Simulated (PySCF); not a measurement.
Bond length, frequency and bond energy of MgHg⁺ by level of theory

State: ²Σ⁺ (doublet), unpaired electrons σ ↑. Set-up: Mg def2-SVPD, Hg def2-SVPD with ECP60; scalar-relativistic core potentials (PySCF 2.14). De refers to Mg⁺ + Hg in their ground configurations, without counterpoise correction. The functionals are run spin-unrestricted. A positive dipole points towards Hg; it is taken about the centre of mass and depends on that origin. Levels whose curve was spin-contaminated or gave no clean fit are not listed.

| Level | Re (Å) | ωe (cm⁻¹) | De (eV) | μ (D) | CPU s a point (SCF and correlation, without the integrals) |
| --- | --- | --- | --- | --- | --- |
| UHF | 2.996 | 147 | 0.54 | -7.44 | 0.16 |
| UHF-MP2 | 2.874 | 159 | 0.50 | n/a | 0.33 |
| UHF-SCS-MP2 | 2.897 | 155 | 0.491 | n/a | n/a |
| PBE | 2.878 | 164 | 0.78 | -7.92 | 0.59 |
| revPBE | 2.915 | 156 | 0.72 | -7.99 | 0.4 |
| BLYP | 2.907 | 154 | 0.69 | -8.10 | 0.4 |
| r²SCAN | 2.857 | 168 | 0.77 | -7.87 | 0.88 |
| PBE0 | 2.878 | 166 | 0.75 | -7.77 | 0.88 |
| CAM-B3LYP | 2.870 | 165 | 0.71 | -7.74 | 0.95 |

Problem. What does a quarter of exact exchange do here, going from PBE to PBE0?

Solution. PBE0 less PBE: +0.0 pm in Re, +1.2 % in ωe, -0.03 eV in De. Exact exchange removes part of the self-interaction that spreads semilocal densities, and in most molecules shortens and stiffens the bond and lowers De; so it does here.

Problem. What does second-order correlation do here, going from UHF to UHF-MP2?

Solution. UHF-MP2 less UHF: -12.2 pm in Re, +8.2 % in ωe, -0.04 eV in De. The bond shortens, as in weak, metallic or heavy-atom bonds, where dispersion and the correlation of outer-core electrons pull the atoms together.

Correlated steps freeze 1 core orbital. Correlated levels converge slowly with the basis: in double zeta they bind strong bonds too weakly, by up to about 1 eV, and carry superposition errors of some tenths. Spin–orbit coupling is left out. For an ion De counts to the pair picked by the measured ionisation energies or electron affinities, which need not be the lowest pair at this level. The state is the lowest determinant that a PBE0 search found; another state may lie lower at other levels.

The whole job (state search and all levels along the bond) took about 2 min on 1 thread of Arm Neoverse V2 (shared host), peak memory 0.78 GiB.
